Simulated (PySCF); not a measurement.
Te⁺: ionisation energy

Te⁺ [Kr] 4d10 5s2 5p3 (4S) → Te²⁺ [Kr] 4d10 5s2 5p2 (3P), as a difference of total energies. All numbers are calculated (PySCF 2.14, a scalar-relativistic core potential, in def2-TZVPPD with the def2 core potential (28 electrons) (7s6p4d2f, 59 functions)). Correlated levels: valence: 4s2 4p6 4d10 frozen. The calculations carry no spin-orbit coupling.

```
           method  ionisation energy (eV)
              UHF                  18.359
    MP2 (valence)                  18.778
SCS-MP2 (valence)                  18.654
   CCSD (valence)                  18.762
CCSD(T) (valence)                  18.787
```

Problem. How much does correlation contribute at CCSD(T) (valence)?

Solution. 18.787 − (18.359) = 0.428 eV, measured against UHF.

The reference lies between the lowest fine-structure levels, while these numbers refer to the centres of the terms.

Errors of the correlated levels include the incompleteness of this basis and the frozen core.

For comparison: 18.6 ± 0.4 eV (measured; NIST Atomic Spectra Database, ionization energies).
